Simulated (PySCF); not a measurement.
# Shapes and spin states of ReCl₃

All numbers come from PySCF, B3LYP, basis Re def2-SVP with ECP60, Cl def2-SVP (scalar-relativistic core potentials, no spin–orbit coupling, density fitting).

Relaxations began from a few typed shapes and spin states; open shells are unrestricted. The search is not exhaustive: other isomers or separated fragments can lie lower, and high-lying points may rest on an excited occupation.

Problem. Which is the lowest minimum found?
A. quintet C2v: Re–Cl 2.291 Å (×2), Re–Cl 2.296 Å; Cl–Re–Cl 95.0°, Cl–Re–Cl 132.5° (×2)
B. triplet D3h: Re–Cl 2.222 Å (×3); Cl–Re–Cl 120.0° (×3)

Solution. A. The others lie at 22.3 (triplet D3h) kJ/mol above it.

Formally Re is in oxidation state +3, d4, with 4 unpaired electrons (the high-spin count). The Mulliken spin on Re is 3.57. The polar-tensor charge on Re, 1.34, is far below the formal one.

For the lowest minimum: with open d or f shells other occupations or spin states may lie lower. With an element this heavy the missing spin–orbit coupling can shift these numbers.
